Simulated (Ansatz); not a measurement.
Molecule: Ge2 (charge 0, triplet). 
Structure (B3LYP-D3(BJ)/def2-TZVP (Ansatz, a program for electronic structure) minimum search):
```xyz
2

Ge     0.0000     0.0000    -1.2033
Ge     0.0000     0.0000     1.2033
```
Charge 0, spin multiplicity 3.

Basis-set convergence of Hartree-Fock and CCSD(T) correlation energies (hartree) with Ansatz. Cores are frozen in the correlated levels unless marked. UHF or UKS for open shells. No spin-orbit coupling. Frozen are the shells of the preceding noble gas and the d and f shells that filled before the atom's block. Non-relativistic.

```csv
basis,functions,E(HF),"E(corr, CCSD(T))"
aug-cc-pVDZ,72,-4150.63393,-0.15757
aug-cc-pVTZ,118,-4150.77159,-0.18407
aug-cc-pVQZ,186,-4150.77648,-0.19134
```

Extrapolating the two largest sets (X = 3 and 4) as X^-3: E(corr) = (64·(-0.19134) - 27·(-0.18407))/37 = -0.1966 Eh, an estimate of the basis-set limit. The largest set recovers 97.3 % of it, the smallest 80.1 %.
